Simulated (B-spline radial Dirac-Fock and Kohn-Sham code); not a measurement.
# Photoemission from S at 2000 eV, detector at θ = 30°, φ = 0°

System: neutral sulfur in the configuration [Ne] 3s2 3p4. Level of theory: Dirac-Hartree-Slater photoionisation with a Latter tail; cross sections with all multipoles, angular parameters from the dipole term and its interference with E2; a radial atomic solver. Thresholds are tabulated edges, those marked * orbital energies of the model. For linearly polarised light dσ/dΩ = σ/(4π) [1 + β P₂(cos θ) + (δ + γ cos²θ) sin θ cos φ], with θ from the polarisation vector and φ the angle between the beam and the projection of the electron momentum on the plane normal to the polarisation. The dipole factor is 1 + βP₂ and the non-dipole term is the rest of the bracket. Open shells are filled statistically over j.

```
subshell  threshold (eV)  σ (kb)     β     γ      δ  dipole factor  non-dipole term  dσ/dΩ (kb/sr)
      2s           230.9    10.1  2.00  0.46  0.000          2.250           +0.173           1.95
   2p1/2           163.6    2.98  1.02  0.67  0.072          1.638           +0.286          0.456
   2p3/2           162.5    5.81  1.02  0.67  0.072          1.639           +0.286          0.889
      3s          20.28*    1.01  2.00  0.51  0.000          2.250           +0.191          0.196
   3p1/2           9.80*   0.137  0.98  0.66  0.072          1.613           +0.284         0.0207
   3p3/2           9.70*   0.267  0.98  0.66  0.072          1.614           +0.285         0.0403
```

Values without a named source are computed, but for edge energies of neutral atoms, which are taken from tables.
